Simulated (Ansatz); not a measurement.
Total energies of BeMe(OH) (CH4BeO) from Ansatz at PBE0-D4/def2-TZVP, gas phase (1 Eh = 27.2114 eV = 2625.5 kJ/mol). The reference geometry is relaxed at PBE-D4/def2-TZVP.

| state | geometry | energy (Eh) |
| --- | --- | --- |
| charge 0 singlet | reference | -130.43930 |
| charge 1 doublet | reference | -130.03200 |
| free Be atom (singlet) | – | -14.63549 |
| free C atom (triplet) | – | -37.80537 |
| free H atom (doublet) | – | -0.50104 |
| free O atom (triplet) | – | -75.01860 |

(1) Work out the vertical ionisation energy to the doublet.

(2) What is the binding energy per atom against free atoms?

(1) E(charge 1 doublet) − E(charge 0 singlet) = -130.03200 − (-130.43930) = 0.40730 Eh = 11.08 eV. For comparison, −ε of the highest occupied level is 8.48 eV at this level, 2.60 eV less.

(2) Atoms: 1 × (-14.63549) + 1 × (-37.80537) + 4 × (-0.50104) + 1 × (-75.01860) = -129.46362 Eh. Binding: -129.46362 − (-130.43930) = 0.97568 Eh = 26.55 eV, or 3.79 eV for each of 7 atoms (no zero-point energy, no counterpoise term).
